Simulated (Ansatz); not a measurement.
`F[Si](F)(I)I`, relaxed with RKS PBE0-D4/def2-TZVP in the Gaussian-basis code of Ansatz from a PBE-D4/def2-SVP geometry. The force threshold is 0.005 eV/Å; the program also tests the step.

The species carries charge 0 and has multiplicity 1. I takes the def2 core potential.

Start:

```xyz
5

F     1.654    0.268    0.347
Si    0.087   -0.065    0.094
F    -0.311   -1.274    1.099
I    -0.198   -0.820   -2.194
I    -1.233    1.891    0.654
```

```tsv
step	energy (eV)	largest force (eV/Å)	largest move (Å)
1	-29514.4900	1.374	0.000
2	-29514.5392	0.928	0.044
3	-29514.5666	0.202	0.020
4	-29514.5676	0.062	0.015
5	-29514.5679	0.003	0.007
```

End:

```xyz
5

F     1.615    0.254    0.346
Si    0.091   -0.068    0.098
F    -0.294   -1.244    1.077
I    -0.195   -0.810   -2.167
I    -1.217    1.868    0.647
```

Run time 25 s (4 threads of a server CPU on a shared host); peak host memory 0.66 GiB.
